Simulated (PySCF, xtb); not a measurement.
B(GeH3)(H)2 (BGeH5), SMILES [GeH3][BH2].

GFN2-xTB in xtb 6.7.1 at its own geometry gives an orbital gap of 2.93 eV and a dipole moment of 1.55 D.

Coordinates come from a ωB97X-D3(BJ)/def2-TZVP optimisation.

Task: What does PySCF with HF/def2-TZVPD give? (Estimate from the structure and the level; the computed values follow.)

Result: gap 12.19 eV (levels -11.16 and 1.04 eV), dipole 0.62 D.
